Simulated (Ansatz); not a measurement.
Ansatz (a first-principles code) input:

Ansatz 0.2 input:
```yaml
crystal:
  periodic: [false, false, false]
  atoms:
    - {symbol: Sb, position_ang: [0.02374638, -0.01419423, 0.32164804]}
    - {symbol: F, position_ang: [0.65368493, 1.21433598, -0.91274954]}
    - {symbol: F, position_ang: [-0.78824778, -1.13390200, -0.90992269]}
basis:
  gaussian:
    orbitals: def2-SVP
total_charge: 1
magnetization: {spin_polarized: false}
correlation: {method: ccsd_t, electrons: outside_noble_gas}
```

Task: What final total energy does it print?

Result: -438.15796 Eh (CCSD(T)/def2-SVP). The basis has 54 functions.
